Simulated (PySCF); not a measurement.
## Ba³¹⁺ (barium, charge +31) across methods

[Ar] 3d7, high-spin 4F determinant. Computed with PySCF 2.14 in an even-tempered Gaussian basis (17 s from 4.4 bohr⁻², ratio 2.5; 11 p from 5.7 bohr⁻², ratio 2.5; 8 d from 5.7 bohr⁻², ratio 2.5; 4 f from 25 bohr⁻², ratio 2.7; 3 g from 38 bohr⁻², ratio 2.7), with the non-relativistic Hamiltonian (point nucleus).

| method | E (hartree) | mean ε 3p β (eV) | mean ε 3d α (eV) | mean ε 3d β (eV) | Σ⟨r²⟩ (bohr²) | ⟨S²⟩ |
| --- | --- | --- | --- | --- | --- | --- |
| PBE | -7294.02 | -2137.9 | -1929.8 | -1919.0 | 1.363 | 3.750 |
| PBE0 | -7294.24 | -2150.4 | -1942.6 | -1930.9 | 1.362 | 3.750 |
| r2SCAN | -7294.74 | -2142.6 | -1934.3 | -1923.2 | 1.362 | 3.750 |
| LDA | -7288.05 | -2137.2 | -1929.5 | -1917.5 | 1.363 | 3.750 |
| BP86 | -7295.18 | -2138.4 | -1929.9 | -1919.6 | 1.362 | 3.750 |
| revPBE | -7294.39 | -2137.9 | -1929.8 | -1919.1 | 1.362 | 3.750 |

(1) Estimate the same row for UHF.

A non-relativistic calculation at this Z misses sizeable relativistic shifts. Spin-orbit coupling is strong in this species (close to jj coupling), so the high-spin LS determinant is a model state, not a physical level.

Results:

(1) E (hartree) = -7293.54556; mean ε 3p β (eV) = -2185.6; mean ε 3d α (eV) = -1979.2; mean ε 3d β (eV) = -1964.5; Σ⟨r²⟩ (bohr²) = 1.361; ⟨S²⟩ = 3.750.
